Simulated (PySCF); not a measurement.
A structure optimised at B3LYP-D3(BJ)/def2-SVP, used in a PySCF frequency run:

```
C
H 1 1.1039
H 1 1.1055 2 105.37
C 1 1.5357 2 111.00 3 119.95
H 4 1.1013 1 111.19 2 -179.90
H 4 1.1013 5 107.97 1 -122.82
H 4 1.1014 5 107.11 6 -115.77
Si 1 1.8554 2 107.82 3 -115.04
F 8 1.6229 1 111.70 2 -64.77
F 8 1.6277 9 104.03 1 -116.71
N 8 1.7053 9 106.47 10 -120.39
H 11 1.0145 8 121.12 9 -168.32
H 11 1.0152 12 111.67 8 153.27
```

Problem. Write its SMILES and formula.

Solution. CC[Si](N)(F)F, C2H7F2NSi

Problem. What are its rotational constants (standard atomic weights)?

Solution. 3.5463, 2.0347, 1.9709 GHz
